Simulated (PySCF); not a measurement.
A GIAO shielding run with PySCF 2.14 (density fitting, non-relativistic, gas phase) on `F[C@@H]1C[C@@H]1CO[C@H]1OC[SiH2]1`, C₆H₁₁FO₂Si:

```
$ OMP_NUM_THREADS=1 python probes_run.py task.json out

{"job": {"kind": "nmr", "xc": "PBE0", "basis": "pcSseg-1"}, "charge": 0, "multiplicity": 1}
F      3.696252    -0.606905     0.514953
C      3.157122     0.043769    -0.556720
C      2.518745     1.371538    -0.322916
C      1.668018     0.169470    -0.643651
C      0.807545    -0.436759     0.444947
O     -0.378133     0.301461     0.693339
C     -1.411801     0.110819    -0.238743
O     -1.806507    -1.250347    -0.343094
C     -2.908720    -1.324703     0.580022
Si    -3.032526     0.592999     0.677680
H      3.754953    -0.151097    -1.438745
H      2.650087     2.144457    -1.063537
H      2.493846     1.727925     0.695199
H      1.241136     0.108425    -1.637097
H      0.543225    -1.468036     0.178551
H      1.350549    -0.438466     1.392802
H     -1.120304     0.470203    -1.233564
H     -2.603508    -1.838891     1.496388
H     -3.721164    -1.890864     0.120767
H     -4.080867     1.151274    -0.174297
H     -2.826867     1.230670     1.969156
```

Hardware: 1 thread of an Arm Neoverse N1, shared host. The job also computes population analyses, field gradients, ring-centre shieldings.

Problem. How large is the calculation?

Solution. 86 electrons, 232 basis functions and 1224 auxiliary functions.

Problem. How long does it take, and how much memory does it need?

Solution. 91 s of wall time, with 14 SCF cycles and 4 response iterations; peak memory 1.1 GiB. Times on a shared host scatter by some tens of per cent.
